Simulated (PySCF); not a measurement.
Stretching HBr

Set-up: H def2-TZVPP, Br def2-TZVPP; no relativity (PySCF 2.14). Energies in eV from H + Br in their ground configurations at the same level. State: ¹Σ⁺ (singlet), closed shell.

All columns are ωB97X. A positive dipole means H(−)Br(+).

```json
{"R (Å)": "1.223", "E (eV)": "-3.255", "μ (D)": "-0.86", "Mulliken charge on H (basis-dependent)": "0.09", "HOMO (eV)": "-11.27", "LUMO (eV)": "3.30", "Mayer bond order": "1.10", "⟨S²⟩": "0.00"}
{"R (Å)": "1.280", "E (eV)": "-3.643", "μ (D)": "-0.88", "Mulliken charge on H (basis-dependent)": "0.10", "HOMO (eV)": "-11.24", "LUMO (eV)": "2.97", "Mayer bond order": "1.08", "⟨S²⟩": "0.00"}
{"R (Å)": "1.337", "E (eV)": "-3.862", "μ (D)": "-0.90", "Mulliken charge on H (basis-dependent)": "0.11", "HOMO (eV)": "-11.21", "LUMO (eV)": "2.61", "Mayer bond order": "1.07", "⟨S²⟩": "0.00"}
{"R (Å)": "1.379", "E (eV)": "-3.940", "μ (D)": "-0.92", "Mulliken charge on H (basis-dependent)": "0.12", "HOMO (eV)": "-11.18", "LUMO (eV)": "2.33", "Mayer bond order": "1.06", "⟨S²⟩": "0.00"}
{"R (Å)": "1.422", "E (eV)": "-3.958", "μ (D)": "-0.95", "Mulliken charge on H (basis-dependent)": "0.13", "HOMO (eV)": "-11.16", "LUMO (eV)": "2.04", "Mayer bond order": "1.05", "⟨S²⟩": "0.00"}
{"R (Å)": "1.465", "E (eV)": "-3.929", "μ (D)": "-0.97", "Mulliken charge on H (basis-dependent)": "0.13", "HOMO (eV)": "-11.14", "LUMO (eV)": "1.74", "Mayer bond order": "1.05", "⟨S²⟩": "0.00"}
{"R (Å)": "1.522", "E (eV)": "-3.831", "μ (D)": "-1.00", "Mulliken charge on H (basis-dependent)": "0.14", "HOMO (eV)": "-11.12", "LUMO (eV)": "1.35", "Mayer bond order": "1.04", "⟨S²⟩": "0.00"}
{"R (Å)": "1.593", "E (eV)": "-3.639", "μ (D)": "-1.04", "Mulliken charge on H (basis-dependent)": "0.14", "HOMO (eV)": "-11.09", "LUMO (eV)": "0.86", "Mayer bond order": "1.03", "⟨S²⟩": "0.00"}
{"R (Å)": "1.678", "E (eV)": "-3.339", "μ (D)": "-1.09", "Mulliken charge on H (basis-dependent)": "0.15", "HOMO (eV)": "-11.06", "LUMO (eV)": "0.28", "Mayer bond order": "1.02", "⟨S²⟩": "0.00"}
{"R (Å)": "1.792", "E (eV)": "-2.872", "μ (D)": "-1.16", "Mulliken charge on H (basis-dependent)": "0.15", "HOMO (eV)": "-11.03", "LUMO (eV)": "-0.43", "Mayer bond order": "1.01", "⟨S²⟩": "0.00"}
```

A fit through these points gives, at Re = 1.416 Å, μ = -0.94 D and dμ/dR = -0.513 D/Å; the reduced mass is 0.9951 u.

Task: How strong is the fundamental in the double-harmonic approximation, I = 42.26·(dμ/dR)²/μred km/mol?

Result: I = 42.26·(-0.513)²/0.9951 = 11.2 km/mol at ωB97X.
